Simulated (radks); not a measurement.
Re+, configuration [Xe] 4f14 5d5 6s1. All-electron calculation, Dirac Kohn-Sham, BLYP, spin-unpolarised, spherical densities, point nucleus; open shells fill j = l - 1/2 first. Program: a radial shooting solver on a logarithmic mesh with Libxc functionals. Some entries of the table are withheld. Estimate them.

orbital,occ.,eigenvalue (eV),<r> (bohr)
1s1/2,2,-71577.60,0.01803
2s1/2,2,-12407.19,0.07557
2p1/2,2,-11871.30,0.06246
2p3/2,4,-10431.00,0.07053
3s1/2,2,-2877.529,0.1969
3p1/2,2,-2638.597,0.1870
3p3/2,4,-2325.831,0.2019
3d3/2,4,-1924.982,(1)
3d5/2,6,-1857.097,(2)
4s1/2,2,-605.8826,0.4404
4p1/2,2,-506.2625,0.4450
4p3/2,4,-433.2491,0.4785
4d3/2,4,-269.8344,0.4935
4d5/2,6,-256.3486,0.5048
5s1/2,2,-92.2881,1.037
5p1/2,2,-62.2079,1.138
5p3/2,4,-51.2317,1.241
4f5/2,6,(3),0.5764
4f7/2,8,(4),0.5853
5d3/2,4,-13.1435,1.830
6s1/2,1,-12.5806,2.884
5d5/2,1,-12.2312,1.902
6p1/2,0,-7.5679,3.622
6p3/2,0,-6.7250,3.944

Answer. 
(1) 3d3/2 <r> (bohr): 0.1765
(2) 3d5/2 <r> (bohr): 0.1811
(3) 4f5/2 eigenvalue (eV): -50.6803
(4) 4f7/2 eigenvalue (eV): -48.1689
